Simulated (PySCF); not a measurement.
Species: CH$_{3}$AlBr$_{2}$O, net charge 0, singlet state. 
Geometry from a B3LYP-D3(BJ)/def2-TZVP (Ansatz) optimisation:
SMILES: C[O][Al]([Br])[Br]
```xyz
8

C     -3.1326    -0.6267     0.2400
O     -2.0496     0.2416    -0.0232
Al    -0.3858     0.1167    -0.0241
Br     0.8366     1.9165    -0.5478
Br     0.6063    -1.8347     0.4944
H     -2.7969    -1.6319     0.5108
H     -3.7658    -0.6965    -0.6471
H     -3.7294    -0.2241     1.0612
```

Dispersion corrections to the total energy (kcal/mol) from the dftd3 and dftd4 libraries through PySCF: D3(BJ) without and D4 with the three-body term, each with the damping fitted for the functional named.

```csv
functional,D3(BJ),D4
HF,-32.23,?
revPBE,?,-11.90
BHLYP,-7.37,-6.95
BLYP,-10.04,-10.03
LC-wPBE,?,-5.42
BP86,-8.48,-6.88
TPSSh,-5.57,-5.82
```

Question: Fill in the missing entries.

Answer: 
- HF, D4: -14.44
- revPBE, D3(BJ): -10.08
- LC-wPBE, D3(BJ): -4.91
